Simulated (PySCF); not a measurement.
An unknown is described by computed data only.

Elements present: C, H, O and Si. Monoisotopic mass: 114.0501 u.

- 1H NMR: chemical shifts (computed TMS as zero) by class: 6.00 (2 H), 5.06 (1 H), 3.62 (3 H), 1.42 (2 H), 1.27 (2 H) ppm [GIAO CAM-B3LYP/pcSseg-1]
- Rotational structure: rotational constants A, B, C: 4.428, 1.501, 1.287 GHz [PBE0-D3(BJ)/def2-SVP]
- Polarisability: 85.4 au [wB97X-D/def2-SVPD]
- Dipole: 0.85 D [wB97X-D/def2-SVPD]
- NMR, other nuclei: isotropic shieldings of nuclei other than C and H, by class: 322 (1 O), 319 (1 Si) ppm [GIAO CAM-B3LYP/pcSseg-1]
- 13C NMR: chemical shifts (computed TMS as zero) by class: 142.9 (2 C), 52.8 (1 C), 17.5 (2 C) ppm [GIAO CAM-B3LYP/pcSseg-1]
- UV, first state: lowest singlet excitation: 7.00 eV (177 nm, f = 0.009) [TDDFT wB97X-D/def2-SVPD]
- Triplet: lowest triplet excitation (Tamm–Dancoff): 4.40 eV [TDA wB97X-D/def2-SVPD]
- Valence photoelectron: vertical ionisation energy: 9.12 eV [ΔSCF wB97X-D/def2-SVPD]

Electronic properties: PySCF, gas phase, density fitting. Levels stand in brackets. Isolated species at its PBE0-D3(BJ)/def2-SVP geometry (one conformer only). NMR values are class means; diastereotopic atoms form classes of their own.

Q: Which formula fits the mass and the elements?

A: C5H10OSi (calculated 114.0501). No other formula that holds each of these elements comes within 0.0003 u with a fitting electron parity and a possible valence count.

Q: Propose a structure and show how it fits.

A: Numbering: `[CH3:1][O:2][SiH:3]1[CH2:4][CH:5]=[CH:6][CH2:7]1`. Its formula, C5H10OSi, gives 2 degrees of unsaturation: 1 ring and 1 π bond in the structure found. 5 carbons fall into 3 classes; from least to most shielded: alkene CH carbon [C5/C6] (142.9 ppm, 2 C), methoxy carbon [C1] (52.8 ppm), ring sp3 carbon bound to silicon [C4/C7] (17.5 ppm, 2 C). Hydrogen classes from least to most shielded: 2 H on 2 alkene CH carbons, C5/C6 (6.00 ppm), 1 H on an oxygen-bound silicon, Si3 (5.06 ppm), 3 H on a methoxy carbon, C1 (3.62 ppm), 2 H on 2 like atoms (sp3 carbon bound to silicon), C4/C7 (1.42 ppm), 2 H on 2 like atoms (sp3 carbon bound to silicon), C4/C7 (1.27 ppm). The other shieldings belong to: 322 ppm, silyl ether oxygen [O2]; 319 ppm, oxygen-bound silicon [Si3]. The first electron is taken from the HOMO, whose largest Löwdin shares are 0.34 on each of 2 atoms of one kind (alkene CH carbon) and 0.08 on each of 2 atoms of one kind (sp3 carbon bound to silicon). The optimised geometry has point group C1 and is an asymmetric top. Structure: `CO[SiH]1CC=CC1`. Computed isomers that give other values at the same levels: `C=C/C=C(/C)O[SiH3]` (13C chemical shifts (computed TMS as zero) by class: 158.4 (1 C), 142.9 (1 C), 119.5 (1 C), 118.3 (1 C), 20.8 (1 C) ppm); `C=C[C@@H]1CO[SiH2]C1` (13C chemical shifts (computed TMS as zero) by class: 153.0 (1 C), 126.1 (1 C), 75.3 (1 C), 49.2 (1 C), 18.5 (1 C) ppm); `C=C/C=C/O[SiH2]C` (13C chemical shifts (computed TMS as zero) by class: 156.7 (1 C), 144.9 (1 C), 123.3 (1 C), 121.2 (1 C), -4.0 (1 C) ppm). The assignments are read from this structure; whether some other isomer fits the data as well wasn't checked.
